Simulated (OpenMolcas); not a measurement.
## Multiconfigurational calculation on Dy⁴⁺

Input:

```
&GATEWAY
Coord
1

Dy 0.0 0.0 0.0
Basis=ANO-RCC-VQZP
Group=XYZ
NoMove
AngMom=0.0 0.0 0.0
AMFI
&SEWARD
* reference wave functions (RASSCF and RASSI steps not shown): 8 electrons in 7 orbitals (4f)
>>> COPY JOB001 $Project.JobIph
&CASPT2
Multistate=7 1 2 3 4 5 6 7
Frozen=14 9
IPEA=0.35
Sig1=0.25
MaxIter=60
WThr=0.0 0.3 0.05
PrWF=0.5
NoMix
```

Launched by
```bash
OMP_NUM_THREADS=1 MOLCAS_MEM=2252 MOLCAS_PROJECT=a pymolcas a.inp > a.log  # once for each step of the input, in one work folder
```

Output, cut to the results:

```
--- CASPT2 ---
Orbital specifications:
      -----------------------

      Symmetry species                           1   2
                                                ag  au
      Frozen orbitals                           14   9
      Inactive orbitals                          1   3
      Active orbitals                            0   7
      Secondary orbitals                        51  55
      Deleted orbitals                           0   0
      Number of basis functions                 66  74
Type of calculation                        MS-CASPT2
      Fock operator                              state-specific
      IPEA shift                                 0.35
      Real shift                                 0.00
      Imaginary shift                            0.00
      Sigma^1 regularizer                        0.25
      The input orbitals will be transformed to quasi-canonical
Reference energy:      -12143.7025110624
      E2 (Non-variational):      -0.6309432419
      Shift correction:          -0.0000040107
      E2 (Variational):          -0.6309472526
      Total energy:          -12144.3334583150
      Residual norm:              0.0000005602
      Reference weight:           0.92093
      Contributions to the CASPT2 correlation energy
      Active & Virtual Only:         -0.2012667755
      One Inactive Excited:          -0.2433179688
      Two Inactive Excited:          -0.1863584977
Reference energy:      -12143.7025110624
      E2 (Non-variational):      -0.6309788528
      Shift correction:          -0.0000041471
      E2 (Variational):          -0.6309829998
      Total energy:          -12144.3334940622
      Residual norm:              0.0000008089
      Reference weight:           0.92090
      Contributions to the CASPT2 correlation energy
      Active & Virtual Only:         -0.2012860064
      One Inactive Excited:          -0.2433384761
      Two Inactive Excited:          -0.1863543703
::    CASPT2 Root  1     Total energy: -12144.33345832
::    CASPT2 Root  2     Total energy: -12144.33349406
::    CASPT2 Root  3     Total energy: -12144.33346761
::    CASPT2 Root  4     Total energy: -12144.33335055
::    CASPT2 Root  5     Total energy: -12144.33331145
::    CASPT2 Root  6     Total energy: -12144.33354182
::    CASPT2 Root  7     Total energy: -12144.33351771
::    MS-CASPT2 Root  1     Total energy: -12144.33354215
::    MS-CASPT2 Root  2     Total energy: -12144.33351947
::    MS-CASPT2 Root  3     Total energy: -12144.33349301
::    MS-CASPT2 Root  4     Total energy: -12144.33346832
::    MS-CASPT2 Root  5     Total energy: -12144.33345759
::    MS-CASPT2 Root  6     Total energy: -12144.33334989
::    MS-CASPT2 Root  7     Total energy: -12144.33331110
```

Levels above the lowest, from the spin-orbit matrix with the single-state CASPT2 energies, averaged by term, on its diagonal:

| Configuration | Term | J | E (cm-1) | Term weight % |
| --- | --- | --- | --- | --- |
| 4f8 | 7F | 6 | 0.0 | 100 |
| 4f8 | 7F | 5 | 2130 | 100 |
| 4f8 | 7F | 4 | 3910 | 100 |
| 4f8 | 7F | 3 | 5330 | 100 |
| 4f8 | 7F | 2 | 6400 | 100 |
| 4f8 | 7F | 1 | 7110 | 100 |
| 4f8 | 7F | 0 | 7460 | 100 |

Term energies are means over components that CASPT2 splits; among the terms shown or strongly mixed into the levels shown the widest spread is 51 cm-1 (4f8 7F). High states are left out of the spin-orbit mixing, which shifts the levels that they would mix with. Levels of configurations outside the active space are missing. The first state left out of the spin-orbit step lies near 28000 cm-1 above the lowest spin-free state of the reference (among the parities and spins computed), and the list stops at four fifths of that energy or lower.

The term weight is that of the spin-free term in the level, not the purity of its configuration.
